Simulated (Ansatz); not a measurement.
One change: `COC(=O)O` becomes `COC(=O)CCO`.

Ansatz, PBE0-D4/def2-TZVP geometries, multiplicity 1. Each molecule was computed in one conformer, which needn't be the lowest.

```
                                        property  `COC(=O)O`
size of the dipole moment (B3LYP/def2-TZVPP) / D        0.65
             HOMO energy (B3LYP/def2-TZVPP) / eV       -8.30
         HOMO–LUMO gap (ωB97M-V/def2-TZVPP) / eV       13.49
               LUMO energy (PBE/def2-TZVPP) / eV       -0.06
             LUMO energy (B3LYP/def2-TZVPP) / eV        0.57
            HOMO–LUMO gap (PBE0/def2-TZVPP) / eV        9.55
```

Q: What does the change do to each property? (Estimate.)

A: The calculation gave: 
| property | `COC(=O)CCO` | shift |
| --- | --- | --- |
| size of the dipole moment (B3LYP/def2-TZVPP) / D | 3.10 | 2.45 |
| HOMO energy (B3LYP/def2-TZVPP) / eV | -7.51 | 0.79 |
| HOMO–LUMO gap (ωB97M-V/def2-TZVPP) / eV | 12.51 | -0.98 |
| LUMO energy (PBE/def2-TZVPP) / eV | -1.10 | -1.04 |
| LUMO energy (B3LYP/def2-TZVPP) / eV | -0.26 | -0.83 |
| HOMO–LUMO gap (PBE0/def2-TZVPP) / eV | 7.80 | -1.75 |

With PBE0 the HOMO rises by 0.79 eV and the LUMO falls by 0.94 eV, so the gap narrows by about 1.73 eV. PBE moves the HOMO by 0.73 eV and ωB97M-V by 0.80 eV. Dipoles are sizes alone; their direction can turn.

B3LYP here is the variant with VWN-RPA as its local correlation; programs differ in this.
